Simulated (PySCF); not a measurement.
B(Cl)(GeH3)(OH) (BClGeH4O), SMILES O[B](Cl)[GeH3]. The structure is a stationary point at PBE-D3(BJ)/def2-SVP. The values are those of a single conformer.

Computed equilibrium geometry at PBE-D3(BJ)/def2-SVP (PySCF confirms it by a frequency run) as Cartesian coordinates in Å, and its point group (one conformer of several):
point group Cs.
```xyz
8

B      0.4612     0.6861     0.0000
Cl    -0.7763     1.9777     0.0000
Ge    -0.1331    -1.3020     0.0000
H     -1.0079    -1.6016    -1.2474
H     -1.0079    -1.6016     1.2474
H      1.0688    -2.2827     0.0000
O      1.7724     1.0144     0.0000
H      1.9161     1.9832     0.0000
```
